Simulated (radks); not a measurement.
The tellurium ion Te45+, 7 electrons, occupied as [He] 2s2 2p2 7f1 (not the ground configuration). Method: Dirac Kohn-Sham, LDA (Slater exchange, Perdew-Wang correlation), spin-unpolarised, spherical densities, finite nucleus; open shells fill j = l - 1/2 first; Fermi nuclear charge, rms radius 4.7423 fm; computed with a radial shooting solver on a logarithmic mesh with Libxc functionals.

Normalised radial functions P(r) = r R(r) (large component), r in bohr:

| r | 2s1/2 |
|---|---|
| 0.00282 | 0.7448 |
| 0.004207 | 0.9960 |
| 0.006275 | 1.2766 |
| 0.009362 | 1.5275 |
| 0.01408 | 1.6218 |
| 0.021 | 1.3464 |
| 0.03133 | 0.4821 |
| 0.04674 | -0.9878 |
| 0.06973 | -2.5327 |
| 0.1049 | -3.0954 |
| 0.1564 | -2.1355 |
| 0.2334 | -0.7374 |
| 0.3482 | -0.0967 |
| 0.5194 | -0.0031 |
| 0.781 | 0.0000 |
| 1.165 | 0.0000 |
| 1.738 | 0.0000 |
| 2.593 | 0.0000 |
| 3.869 | 0.0000 |

2s1/2: eigenvalue -8283.8 eV, 1 radial node at r = 0.0363 bohr, <r> = 0.114 bohr, 90 % of the charge inside 0.176 bohr.
